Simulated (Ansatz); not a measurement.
B₄Cl⁺, relaxed as a singlet with RKS r2SCAN-D4/def2-SVP in Ansatz, starting from the GFN2-xTB geometry. Force threshold 0.02 eV/Å.

The restricted singlet is unstable towards broken spin symmetry in Hartree–Fock (as tested in another run); at r2SCAN-D4/def2-SVP this wasn't settled. The structure comes from a short search, and lower isomers may exist.

Start:

```tsv
atom	x (Å)	y (Å)	z (Å)
B1	-0.465	0.471	0.988
B2	0.158	-0.415	-1.870
B3	1.230	-0.996	-1.089
B4	0.146	-0.149	-0.312
Cl5	-1.070	1.089	2.283
```

(1) Estimate the energy that the relaxation releases and the steps that it takes.

(2) Does the start keep its bonding and symmetry?

(3) Predict the relaxed structure.

Answers

(1) 22.3 kJ/mol, in 4 steps; 1.3 s on 4 threads of Intel Xeon 6975P-C on a shared host. No frequencies were taken in this run, so the end may be a saddle point.

(2) By distances, no bond broke or formed. The bond that changes most is B2–B3, from 1.45 to 1.52 Å (atoms count from 1). Point group C2v at the start, C2v at the end, both within 0.05 Å.

(3) 
Cartesian coordinates in Å:
```
B -0.472 0.480 1.007
B 0.148 -0.418 -1.925
B 1.274 -1.028 -1.106
B 0.157 -0.160 -0.336
Cl -1.107 1.125 2.360
```
Bond lengths: 4 × B–B 1.52 to 1.62 Å; 1 × B–Cl 1.63 Å.
